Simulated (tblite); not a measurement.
Compound: C₄H₁₅P₃Si.
Bonds: C1–C2, C2–C3, C2–C4, C2–P5, P5–Si6, P5–P7, P7–P8. Hydrogens: H9, H10, H11 on C1; H12, H13, H14 on C3; H15, H16, H17 on C4; H18, H19, H20 on Si6; H21 on P7; H22, H23 on P8.

Computed with GFN2-xTB (tblite), gas phase: L-BFGS steps from a force-field or distance-geometry start until the largest atomic force falls under 0.01 eV/Å.

Step 46: E = -694.4725 eV
```
atom  x, y, z in Å  |  force x, y, z in eV/Å
C1     -1.8661   -0.9080   -1.0200   -0.031   0.007  -0.005
C2     -1.0111   -0.3231    0.1081    0.000  -0.010  -0.066
C3     -1.5605    1.0471    0.5083    0.061  -0.015  -0.031
C4     -1.1155   -1.2572    1.3183    0.066   0.015  -0.046
P5      0.7657   -0.3223   -0.5899   -0.034   0.008   0.136
Si6     0.9374    1.5188   -1.8667    0.003  -0.027   0.000
P7      1.9467    0.2768    1.1532   -0.015   0.031   0.149
P8      3.6456   -0.9180    0.5565    0.148   0.032   0.059
H9     -2.9101   -0.9025   -0.7103   -0.027  -0.079  -0.101
H10    -1.7690   -0.3305   -1.9390   -0.026   0.035   0.040
H11    -1.5620   -1.9337   -1.2332   -0.047   0.072   0.006
H12    -1.0276    1.4503    1.3646    0.147   0.017   0.036
H13    -2.6055    0.9318    0.7900   -0.063   0.023   0.044
H14    -1.5144    1.7686   -0.3042    0.071  -0.019  -0.069
H15    -0.4283   -0.9617    2.1112   -0.016   0.072  -0.003
H16    -0.8943   -2.2878    1.0476    0.062   0.003  -0.067
H17    -2.1362   -1.2182    1.6993    0.070  -0.035   0.071
H18    -0.2874    1.7620   -2.6240   -0.073  -0.034  -0.009
H19     1.2812    2.7279   -1.1138   -0.026   0.057   0.007
H20     2.0199    1.1790   -2.7882    0.049   0.022  -0.011
H21     2.5553    1.4735    0.7264   -0.159  -0.140  -0.085
H22     4.3923   -0.6585    1.7097   -0.060   0.053  -0.054
H23     3.1391   -2.0872    1.1059   -0.098  -0.085  -0.002
```

Step 47: E = -694.4788 eV
```
atom  x, y, z in Å  |  force x, y, z in eV/Å
C1     -1.8645   -0.9054   -1.0214   -0.041   0.017   0.000
C2     -1.0092   -0.3245    0.1071   -0.023  -0.001  -0.009
C3     -1.5559    1.0463    0.5095    0.022   0.029   0.028
C4     -1.1147   -1.2609    1.3159    0.052   0.002  -0.005
P5      0.7662   -0.3227   -0.5858    0.014   0.021   0.109
Si6     0.9355    1.5163   -1.8690   -0.008  -0.018   0.016
P7      1.9451    0.2856    1.1573   -0.014  -0.036   0.123
P8      3.6453   -0.9127    0.5621    0.092   0.001   0.082
H9     -2.9088   -0.8968   -0.7150   -0.050  -0.077  -0.079
H10    -1.7652   -0.3253   -1.9374   -0.017   0.034   0.005
H11    -1.5644   -1.9314   -1.2337   -0.034   0.050  -0.014
H12    -1.0122    1.4530    1.3611    0.100  -0.013  -0.042
H13    -2.5997    0.9293    0.8072    0.036   0.047  -0.001
H14    -1.5182    1.7657   -0.3079    0.054  -0.062  -0.004
H15    -0.4224   -0.9711    2.1084   -0.029   0.054  -0.040
H16    -0.9032   -2.2941    1.0415    0.054   0.057  -0.047
H17    -2.1337   -1.2136    1.7045    0.103  -0.048   0.044
H18    -0.2898    1.7510   -2.6302   -0.051  -0.038  -0.003
H19     1.2698    2.7311   -1.1183   -0.031   0.036  -0.005
H20     2.0250    1.1803   -2.7838    0.041   0.021  -0.009
H21     2.5526    1.4754    0.7192   -0.141  -0.099  -0.087
H22     4.3857   -0.6591    1.7203   -0.058   0.039  -0.048
H23     3.1318   -2.0892    1.0984   -0.069  -0.017  -0.014
```

Step 48: E = -694.4892 eV
```
atom  x, y, z in Å  |  force x, y, z in eV/Å
C1     -1.8603   -0.8986   -1.0236   -0.057   0.034  -0.006
C2     -1.0039   -0.3267    0.1053   -0.064   0.017   0.105
C3     -1.5428    1.0466    0.5114    0.013   0.085   0.103
C4     -1.1107   -1.2693    1.3099    0.027  -0.019   0.067
P5      0.7683   -0.3235   -0.5742    0.102   0.046   0.030
Si6     0.9304    1.5101   -1.8727   -0.035   0.008   0.051
P7      1.9344    0.3012    1.1739   -0.001  -0.156   0.049
P8      3.6361   -0.9006    0.5759    0.015  -0.037   0.097
H9     -2.9040   -0.8858   -0.7233   -0.122  -0.068  -0.026
H10    -1.7581   -0.3118   -1.9325    0.003   0.035  -0.070
H11    -1.5687   -1.9247   -1.2376    0.000   0.003  -0.050
H12    -0.9730    1.4628    1.3473    0.015  -0.062  -0.155
H13    -2.5795    0.9264    0.8438    0.137   0.097  -0.066
H14    -1.5249    1.7591   -0.3181    0.021  -0.137   0.115
H15    -0.4114   -0.9940    2.1025    0.010   0.047  -0.081
H16    -0.9190   -2.3064    1.0283    0.056   0.122  -0.030
H17    -2.1217   -1.2088    1.7176    0.074  -0.058  -0.008
H18    -0.2962    1.7235   -2.6425   -0.010  -0.048   0.010
H19     1.2419    2.7420   -1.1349   -0.041  -0.009  -0.014
H20     2.0348    1.1879   -2.7739    0.034   0.008  -0.012
H21     2.5413    1.4717    0.7034   -0.105   0.004  -0.075
H22     4.3643   -0.6600    1.7426   -0.035   0.012  -0.020
H23     3.1178   -2.0939    1.0815   -0.036   0.076  -0.013
```

Step 49: E = -694.4950 eV
```
atom  x, y, z in Å  |  force x, y, z in eV/Å
C1     -1.8608   -0.8967   -1.0249   -0.056   0.033   0.001
C2     -1.0043   -0.3267    0.1044   -0.070   0.023   0.129
C3     -1.5386    1.0480    0.5116    0.010   0.052   0.101
C4     -1.1079   -1.2704    1.3077    0.001  -0.005   0.084
P5      0.7692   -0.3233   -0.5664    0.108   0.039  -0.025
Si6     0.9285    1.5074   -1.8721   -0.028   0.017   0.046
P7      1.9290    0.3022    1.1850    0.022  -0.184   0.003
P8      3.6329   -0.8983    0.5813   -0.036  -0.022   0.058
H9     -2.9050   -0.8872   -0.7281   -0.137  -0.049   0.001
H10    -1.7587   -0.3076   -1.9315    0.009   0.043  -0.096
H11    -1.5704   -1.9221   -1.2402    0.021  -0.018  -0.061
H12    -0.9611    1.4643    1.3418    0.010  -0.056  -0.141
H13    -2.5730    0.9296    0.8508    0.133   0.104  -0.065
H14    -1.5230    1.7570   -0.3201    0.012  -0.118   0.107
H15    -0.4105   -0.9946    2.0999    0.068   0.050  -0.063
H16    -0.9171   -2.3060    1.0244    0.068   0.090  -0.035
H17    -2.1143   -1.2120    1.7236    0.011  -0.053  -0.026
H18    -0.2989    1.7169   -2.6437    0.009  -0.056   0.017
H19     1.2351    2.7451   -1.1404   -0.044  -0.022  -0.011
H20     2.0380    1.1921   -2.7713    0.013   0.002   0.001
H21     2.5309    1.4644    0.6949   -0.084   0.048  -0.052
H22     4.3596   -0.6592    1.7460   -0.010   0.003   0.025
H23     3.1156   -2.0958    1.0772   -0.030   0.078   0.004
```

Problem. Estimate the geometry and energy of step 50. (The exact step hangs on the optimiser's Hessian estimate; all steps are aligned on step 49, rigid shifts and turns removed.)

Solution. E = -694.5031 eV, largest force 0.165 eV/Å
```
atom  x, y, z in Å  |  force x, y, z in eV/Å
C1     -1.8627   -0.8927   -1.0264   -0.046   0.021  -0.005
C2     -1.0050   -0.3261    0.1049   -0.041   0.002   0.082
C3     -1.5294    1.0507    0.5142    0.022  -0.002   0.043
C4     -1.1033   -1.2719    1.3047   -0.017   0.000   0.081
P5      0.7735   -0.3222   -0.5556    0.046   0.013  -0.096
Si6     0.9245    1.5036   -1.8721   -0.007   0.031   0.017
P7      1.9204    0.2996    1.2032    0.044  -0.150  -0.054
P8      3.6268   -0.8939    0.5910   -0.060  -0.002  -0.012
H9     -2.9084   -0.8904   -0.7328   -0.112  -0.015   0.017
H10    -1.7602   -0.3021   -1.9325    0.003   0.043  -0.072
H11    -1.5728   -1.9175   -1.2460    0.042  -0.018  -0.054
H12    -0.9356    1.4674    1.3301    0.006  -0.032  -0.082
H13    -2.5587    0.9368    0.8637    0.081   0.108  -0.021
H14    -1.5215    1.7514   -0.3223    0.010  -0.066   0.072
H15    -0.4062   -0.9967    2.0944    0.144   0.055  -0.024
H16    -0.9147   -2.3048    1.0162    0.088   0.037  -0.038
H17    -2.1027   -1.2171    1.7311   -0.095  -0.041  -0.026
H18    -0.3036    1.7025   -2.6493    0.041  -0.069   0.038
H19     1.2199    2.7516   -1.1517   -0.048  -0.037  -0.003
H20     2.0424    1.2010   -2.7693   -0.027  -0.005   0.032
H21     2.5113    1.4554    0.6889   -0.064   0.082  -0.005
H22     4.3522   -0.6621    1.7540    0.020  -0.003   0.082
H23     3.1089   -2.0953    1.0715   -0.030   0.049   0.031
```

The energy changes by -0.0081 eV. The first-order estimate −F·Δx gives -0.0118 eV and the mean of the old and new forces, exact on a quadratic surface, -0.0081 eV. The step makes an angle of 69° with the force vector and moves no atom by more than 0.028 Å.

What follows is the cost of the whole relaxation. The run took 2.6 s of wall time on one thread of an Arm Neoverse V1, no GPU, shared host with 32 logical CPUs at a one-minute load of 16.
